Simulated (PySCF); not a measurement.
A GIAO shielding run with PySCF 2.14 (density fitting, non-relativistic, gas phase) on `InChI=1S/C4H6P2Si/c7-4-1-2-5-3-6-4/h1-3H,7H3`:

```
$ OMP_NUM_THREADS=1 python probes_run.py task.json out

{"job": {"kind": "nmr", "xc": "PBE0", "basis": "pcSseg-1"}, "charge": 0, "multiplicity": 1}
Si     2.333695     0.231249     0.007823
C      0.438000     0.217000     0.006543
C     -0.211380    -1.008228    -0.032817
C     -1.569171    -1.255611    -0.042749
P     -2.873490    -0.112260    -0.008133
C     -2.038283     1.399444     0.041223
P     -0.351422     1.774821     0.056423
H      2.808228    -0.418486    -1.217943
H      2.806893    -0.538185     1.162806
H      2.789395     1.617564     0.076345
H      0.431046    -1.884683    -0.060877
H     -1.881238    -2.294035    -0.075024
H     -2.686661     2.271898     0.068652
```

Hardware: 1 thread of an Arm Neoverse V1, shared host. The job also computes population analyses, field gradients, ring-centre shieldings.

Question: How large is the calculation?

Answer: 74 electrons, 170 basis functions and 951 auxiliary functions.

Question: How long does it take, and how much memory does it need?

Answer: 30 s of wall time, with 14 SCF cycles and 5 response iterations; peak memory 0.77 GiB. Times on a shared host scatter by some tens of per cent.
